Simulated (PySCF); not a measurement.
C8H12P (charge +1).
SMILES with atom numbers: `[CH3:1]/[CH:2]=[CH:3]\[PH+:4]1[CH:5]=[CH:6][CH2:7][CH:8]=[CH:9]1`

Geometry (GFN2-xTB, Å), atoms numbered from 1 in this order:
```
atom  x, y, z in Å
C1     3.1743   -0.6369    0.3876
C2     2.6877    0.4227   -0.5193
C3     1.4494    0.9170   -0.5425
P4     0.1312    0.3833    0.5448
C5    -0.5597   -1.2125    0.1499
C6    -1.8667   -1.3632   -0.0641
C7    -2.9151   -0.3117    0.0026
C8    -2.4747    1.0938    0.2038
C9    -1.2331    1.5178    0.4395
H10    4.0163   -0.2654    0.9716
H11    2.3917   -0.9898    1.0607
H12    3.5485   -1.4775   -0.1967
H13    3.4161    0.8170   -1.2170
H14    1.1541    1.6834   -1.2485
H15    0.5935    0.3702    1.8507
H16    0.1276   -2.0427    0.0585
H17   -2.2399   -2.3483   -0.3156
H18   -3.5143   -0.3609   -0.9148
H19   -3.6187   -0.5730    0.8039
H20   -3.2712    1.8246    0.1396
H21   -1.0057    2.5692    0.5598
```

NICS = −σ at a ghost point: NICS(0) at the centroid of the ring atoms, NICS(1) 1 Å to either side along the normal of their mean plane, zz for the tensor component along that normal. Level: GIAO PBE0/pcSseg-1 (PySCF, non-relativistic, gas phase) on the GFN2-xTB geometry, one conformer.

Ring bond lengths (Å), with Mayer bond orders in brackets: P4–C5 1.783 (0.98), C5–C6 1.333 (1.88), C6–C7 1.486 (1.09), C7–C8 1.487 (1.09), C8–C9 1.333 (1.88), C9–P4 1.777 (1.01).

**Question.** Give the NICS values of each ring in ppm.

**Answer.** 
```json
{"ring": "P4–C5–C6–C7–C8–C9", "type": "6-membered ring with P; formal bonds 2 double, 4 single", "NICS(0)": "0.8", "NICS(1), two faces": "-1.4 / -2.1", "NICS(1)zz, two faces": "1.6 / 1.1", "rms pucker (Å)": "0.03", "centre to ring atoms, mean (Å)": "1.53"}
```

**Question.** What can be read from them?

**Answer.** 
- P4–C5–C6–C7–C8–C9: mean NICS(1)zz 1.3 ppm, near zero. P4, C7 have four or more neighbours, and the NICS criterion for π rings isn't applied.

**Question.** At the first NICS(1) probe listed for ring P4–C5–C6–C7–C8–C9, 1 Å off the ring, what do the in-plane components average?

**Answer.** The isotropic value is a third of the trace: (3 × -1.4 − (1.6))/2 = -2.9 ppm.

**Question.** Give the inner angles of the rings and the Hirshfeld charges of the ring atoms.

**Answer.** 
- P4–C5–C6–C7–C8–C9: P4 105.1° (+0.441 e), C5 121.1° (-0.091 e), C6 127.2° (+0.026 e), C7 117.8° (-0.046 e), C8 126.9° (+0.026 e), C9 121.5° (-0.087 e); sum 719.6° against 720° for a flat convex ring.
